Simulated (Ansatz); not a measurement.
Basis-set extrapolation for CH9AlN2Si, SMILES `N[SiH2]N[CH2][AlH2]` (PBE0-D4/def2-TZVP geometry, frozen core, Ansatz). Multiplicity 1, RHF reference.

```
                      def2-TZVPP   def2-QZVPP
                 HF  -682.968286  -682.992776
    MP2 correlation    -0.808189    -0.865477
CCSD(T) correlation    -0.895162      not run
```

Energies in hartree. Use E(X) = E(∞) + A·exp(−7.88·√X) for Hartree–Fock and E(X) = E(∞) + B·X^(−2.97) for correlation, with X = 3 and 4, and add CCSD(T) minus MP2 of the smaller set to the MP2 limit.

Q: What is the CCSD(T) energy at the basis-set limit?

A: HF limit: -682.992776 + (-0.024490) × 0.13774 = -682.99615. MP2 limit: -0.865477 + (-0.057288) × 0.74074 = -0.90791. Higher-order term: -0.895162 − (-0.808189) = -0.08697. Total: -683.99103 hartree, 80.1 kcal/mol below CCSD(T)/def2-TZVPP.
